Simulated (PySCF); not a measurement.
Carbon: a sound run and one with changed settings

Sound run: C²⁺ [He] 2s2, C³⁺ [He] 2s1. All numbers are calculated (PySCF 2.14, no relativity, point nucleus, in pcseg-2 (4s3p2d1f, 30 functions)). In the sound run the correlated levels freeze 1s2. The sound run starts from symmetry-adapted Hartree-Fock orbitals and uses a fine grid where one is needed.

Changed run: initial guess sap, at most 50 SCF cycles.

| species | method | sound run (hartree) | changed run (hartree) | converged |
| --- | --- | --- | --- | --- |
| C²⁺ | UHF | -36.40376 | -36.40376 | yes |
| C²⁺ | PBE | -36.45529 | -36.45529 | yes |
| C²⁺ | CCSD(T) | -36.47514 | -36.47514 | yes |
| C³⁺ | PBE0 | -34.73521 | -34.73521 | yes |

Here the plain start reaches the same solutions.
